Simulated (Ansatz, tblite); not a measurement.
Removing an electron: ZrS₃⁻. The state is a doublet with charge -1. Geometry: PBE0-D4/def2-SVPD. Ansatz, gas phase; energy differences of separate SCF runs; the oxidised species is a triplet (the singlet lies 0.56 eV higher at PBE0-D4/def2-TZVPD).

```tsv
atom	x (Å)	y (Å)	z (Å)
Zr1	-0.044	0.011	0.295
S2	-2.007	-1.058	-0.353
S3	0.131	2.285	-0.169
S4	1.919	-1.238	0.226
```

In the def2 sets Zr takes a core potential; there is no spin–orbit coupling. The xTB rows come from tblite. HOMO above LUMO, or a gap near zero within one spin, warns that the state may not be the lowest or that an electron is smeared out. The structure comes from a short search, and lower isomers may exist.

```csv
level,−HOMO (eV),vertical IE (eV),−LUMO (eV),HOMO–LUMO gap (eV),remarks
GFN1-xTB,–,8.26,–,–,–
GFN2-xTB,–,8.55,–,–,–
PBE-D4/def2-TZVPD,1.74,4.09,1.19,0.55,gap within one spin near zero (triplet)
r2SCAN-D4/def2-TZVPD,1.91,4.13,1.24,0.67,–
PBE0-D4/def2-TZVPD,2.56,4.16,0.72,1.85,–
```

  HOMO and LUMO are the levels of the spin that leaves or enters (xTB has no such levels and no spin-polarisation term). Other spin states of the ions may lie lower, which would lower the ionisation energy or raise the affinity. Raw xTB energy differences between charge states are shifted by several eV; the methods need an empirical correction for them.
